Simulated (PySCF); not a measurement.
From one molecule to another.

First species: C4H11FOSi2.
SMILES: `CCO/C([SiH3])=C/[SiH2]F`

Second species: C₇H₁₁FO₂.
InChI=1S/C7H11FO2/c1-3-7(10-2)4-5(7)6(8)9/h5H,3-4H2,1-2H3/t5-,7+/m0/s1

Levels: PBE0/pcSseg-1 for dipole moment, HOMO energy, LUMO energy and HOMO–LUMO gap; GFN2-xTB for rotational constant A and rotational constant C. Geometries: GFN2-xTB. Each structure is a single optimised conformer of the isolated species, non-relativistic unless stated. Electronic properties by PySCF.

Dipoles, sizes and rotational constants follow the conformer. The torsions of the flexible species, by atom-mapped SMILES:
- `[CH3:1][CH2:2][O:3]/[C:4]([SiH3:5])=[CH:6]/[SiH2:7][F:8]`: C1–C2–O3–C4 180°, C2–O3–C4–Si5 180°, C4–C6–Si7–F8 179°
- `[CH3:1][CH2:2][C@@:3]1([O:4][CH3:5])[CH2:6][C@H:7]1[C:8](=[O:9])[F:10]`: C1–C2–C3–O4 58°, C2–C3–O4–C5 73°, C6–C7–C8–O9 21°

(1) Which has the higher HOMO–LUMO gap?

(2) Which of the two has the higher rotational constant C, and by how much?

(3) Which of the two has the higher HOMO energy, and by how much?

(4) Which of the two has the higher dipole moment, and by how much?

(5) Which has the higher rotational constant A?

Results:

(1) The second: 7.35 eV against 6.61 eV, a difference of 0.74 eV.

(2) The second: 0.798 GHz against 0.521 GHz, a difference of 0.277 GHz.

(3) The first: -7.12 eV against -7.88 eV, a difference of 0.76 eV.

(4) The second: 3.96 D against 2.45 D, a difference of 1.51 D.

(5) The second: 2.133 GHz against 1.808 GHz, a difference of 0.325 GHz.

On the first: The dipole equals about 8.2 × 10⁻³⁰ C·m (1 D = 3.33564 × 10⁻³⁰ C·m). GFN2-xTB frequencies show an imaginary mode (40i cm⁻¹), so this geometry is no minimum at that level.

On the second: The dipole matches unit charges of opposite sign 0.83 Å apart (1 e·Å = 4.8032 D). A dipole of 3.96 D is allowed in C1, and pure rotational transitions are dipole-allowed.
